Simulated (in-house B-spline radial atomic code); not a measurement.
What moves the levels of K ([Ar] 4s1)? Level of theory: Dirac-Hartree-Fock, average of configuration, Fermi nucleus of rms radius 3.4349 fm; calculated with a radial B-spline atomic code at the basis-set limit.

Baseline run (computed): total energy -601.5259 hartree, 1s1/2 at -134.1794 hartree, 4s1/2 at -4.0281 eV with <r> = 5.224 bohr.

Scaling the speed of light c (a factor of 100 is close to the non-relativistic limit):

```
c/c0  ΔE (hartree)  4s1/2 level (eV)  4s1/2 <r> (bohr)
 0.9      -0.56046          -4.03168             5.219
0.98      -0.09834          -4.02871             5.223
1.02      0.092543          -4.02748             5.225
   2        1.7756          -4.01673             5.239
 100        2.3617          -4.01301             5.244
```

Changing the nucleus:

| nucleus | ΔE (eV) |
| --- | --- |
| Gaussian nucleus of rms radius 0.01 fm | -0.0238 |
| Fermi nucleus of rms radius 3.3662 fm | -0.000931 |
| Fermi nucleus of rms radius 3.5036 fm | 0.00095 |

A larger nucleus binds the electrons less, roughly as the density at the nucleus times the change of the nuclear <r²>. A radius of 0.01 fm is nearly a point.

(1) The nuclear charge is raised by 0.1. What does the Hellmann-Feynman theorem predict for the energy, and what is found?

## Answers

(1) dE/dZ ≈ -Σ<1/r>, which is -75.4334 at the start and -75.9467 at the end; their mean times 0.1 is -7.569 hartree, and the two runs differ by -7.569 hartree.
